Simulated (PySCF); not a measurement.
PySCF 2.14 output of a UHF calculation on a single atom or ion in def2-SVP (4s3p1d, 18 functions), with no relativity, point nucleus:

```
SCF conv_tol = 1e-09
number electrons alpha = 6  beta = 6
cycle= 1 E= -199.534810664466  delta_E= -7.67e-12  |g|= 4.99e-07  |ddm|= 1.33e-05
converged SCF energy = -199.534810664466  <S^2> = 2.6645353e-15  2S+1 = 1
```

The run itself started from symmetry-adapted Hartree-Fock orbitals and held the occupation by maximum overlap, so the iterations belong to that start.

Task: Which element, charge and spin multiplicity is this?

Result: Mg (magnesium, neutral), multiplicity 1; the state was [Ne] 3s2, closed-shell 1S.
